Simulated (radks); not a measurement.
Values are calculated unless marked as measured or tabulated.
Coulomb parameter of the 3d shell of neutral titanium in the model configuration [Ar] 3d2.5 4s1.5, as a second difference U = [E(n + 0.25) + E(n - 0.25) - 2 E(n)] / (0.25)^2 with all orbitals relaxed. "Bare": the charge of the atom changes with n. "Screened": the 4s shell takes up the change at fixed total charge, which measures U(3d,3d) + U(4s,4s) - 2 U(3d,4s). Code: a radial shooting solver on a logarithmic mesh with Libxc functionals. Model: scalar-relativistic Kohn-Sham, r2SCAN, spin-unpolarised, spherical densities, finite nucleus; meta-GGA in the generalised Kohn-Sham scheme; Fermi nuclear charge, rms radius 3.5921 fm.

case                 configuration  E - E(n) (eV)
start             [Ar] 3d2.5 4s1.5          0.000
bare +0.25       [Ar] 3d2.75 4s1.5         -0.434
bare -0.25       [Ar] 3d2.25 4s1.5          0.948
screened +0.25  [Ar] 3d2.75 4s1.25          0.402
screened -0.25  [Ar] 3d2.25 4s1.75         -0.313

U(bare) = 8.219 eV, U(screened by 4s) = 1.430 eV, against the Slater integral F0(3d,3d) = 14.822 eV with frozen orbitals. The step up makes a negative ion, whose loosely bound charge lowers the bare value.
